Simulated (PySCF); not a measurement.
Molecule: `InChI=1S/CH3BF2/c1-2(3)4/h1H3`.

Bonds (- single, = double, # triple, : aromatic): C1-B2 1.558 Å, B2-F3 1.323 Å, B2-F4 1.323 Å. C1 carries H5, H6, H7.

Geometry PBE0-D3(BJ)/def2-SVP throughout; GIAO in PySCF 2.14, gas phase, one conformer, non-relativistic; equivalent atoms averaged; basis pcSseg-2.

(1) How do the shifts δ (against TMS, BF3·OEt2, CFCl3 at the same level) depend on the functional? (ppm; last column core-seconds on 1 thread of an x86-64 server CPU, shared host; the GGAs took longer than the global hybrids here, which isn't the general rule, and the cause wasn't traced)

(2) Which nucleus moves most, in ppm?

Answers

(1) 
```csv
functional,kind,C1,B2,F3/F4,H5/H6/H7,core-s
HF,Hartree–Fock,-3.1,29.1,-46.0,0.55,3.1
LDA,LDA,-6.8,30.4,-74.6,0.42,7.4
PBE,GGA,-5.8,28.8,-79.3,0.42,9.2
BLYP,GGA,-6.1,29.1,-82.3,0.44,9.4
BP86,GGA,-5.5,28.6,-80.5,0.42,9.2
OPBE,GGA,-4.7,27.1,-79.6,0.41,9.5
KT2,GGA,-6.1,27.0,-91.8,0.40,9.7
KT3,GGA,-5.6,26.5,-91.3,0.42,9
B97-D,GGA,-5.5,27.3,-85.8,0.42,9.5
B3LYP,global hybrid,-5.3,29.8,-70.8,0.48,7
PBE0,global hybrid,-4.8,29.6,-66.3,0.46,6.6
mPW1PW91,global hybrid,-4.6,29.6,-66.3,0.47,7
WP04,global hybrid,-3.6,29.9,-81.5,0.54,6.3
B97-2,global hybrid,-4.6,28.4,-72.0,0.46,6.3
BHandHLYP,global hybrid,-4.4,30.2,-59.0,0.52,6.4
CAM-B3LYP,range-separated hybrid,-4.9,30.5,-58.2,0.52,8.6
wB97X-D,range-separated hybrid,-4.5,28.9,-63.7,0.47,8.6
LC-wPBE,range-separated hybrid,-3.2,30.4,-43.8,0.53,11
```

(2) F3/F4 (fluorine bonded to B): from -91.8 ppm with KT2 to -43.8 ppm with LC-wPBE. The smallest spread is 0.16 ppm, at H5/H6/H7. Proton shifts span only some 12 ppm, so a few tenths of a ppm matter as much there as several ppm in carbon.
